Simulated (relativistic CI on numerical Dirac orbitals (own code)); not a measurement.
# Re4+: 5p photoemission

Computed with this model: Dirac-Coulomb-Breit CI, orbitals from a KLI potential per configuration, model QED, valence Slater integrals scaled by 0.8, multiplet model of photoemission in the sudden approximation; configurations [Xe] 4f14 5d3 → [Kr] 4d10 4f14 5s2 5p5 5d3; 300 K; Lorentzian 1.5 eV and Gaussian 0.6 eV FWHM. Energies are those of the free ion, without screening or charge transfer. The energies are binding energies and can lie tens of eV above those of solids. S is read from ⟨S²⟩ = S(S + 1).

Field parameters in Wybourne normalisation: Td as Oh with Dq negative (B⁴₀ = 21Dq, B⁴₄ = √(5/14) B⁴₀). The field is a parameter set, without covalency.

Computed curve for Td, 10Dq = -10400 cm⁻¹, scaled to 100 at the maximum (points under 2 are left out and the grid is thinned):

| Energy (eV) | Intensity |
| --- | --- |
| 86.6 | 2.0 |
| 87.2 | 2.4 |
| 87.6 | 2.7 |
| 88.2 | 3.3 |
| 88.8 | 4.1 |
| 89.2 | 4.8 |
| 89.8 | 6.4 |
| 90.4 | 8.9 |
| 90.8 | 11.6 |
| 91.4 | 18.7 |
| 91.8 | 27.7 |
| 92.4 | 54.5 |
| 93.0 | 92.3 |
| 93.4 | 100.0 |
| 94.0 | 84.4 |
| 94.6 | 74.5 |
| 95.0 | 67.5 |
| 95.6 | 48.1 |
| 96.2 | 31.8 |
| 96.6 | 25.4 |
| 97.2 | 19.3 |
| 97.8 | 16.1 |
| 98.2 | 15.6 |
| 98.8 | 16.9 |
| 99.2 | 18.5 |
| 99.8 | 20.3 |
| 100.4 | 19.0 |
| 100.8 | 17.7 |
| 101.4 | 15.3 |
| 102.0 | 11.5 |
| 102.4 | 9.9 |
| 103.0 | 8.8 |
| 103.6 | 8.2 |
| 104.0 | 8.0 |
| 104.6 | 7.6 |
| 105.2 | 6.8 |
| 105.6 | 6.5 |
| 106.2 | 6.9 |
| 106.6 | 8.4 |
| 107.2 | 13.2 |
| 107.8 | 19.8 |
| 108.2 | 22.7 |
| 108.8 | 24.8 |
| 109.4 | 23.8 |
| 109.8 | 22.6 |
| 110.4 | 20.2 |
| 111.0 | 17.8 |
| 111.4 | 15.9 |
| 112.0 | 14.3 |
| 112.6 | 14.8 |
| 113.0 | 13.8 |
| 113.6 | 13.0 |
| 114.0 | 14.3 |
| 114.6 | 15.4 |
| 115.2 | 13.9 |
| 115.6 | 11.1 |
| 116.2 | 6.7 |
| 116.8 | 4.0 |
| 117.2 | 3.0 |
| 117.8 | 2.1 |

The ground state has S = 1.30, and the centroid lies at 99.50 eV.
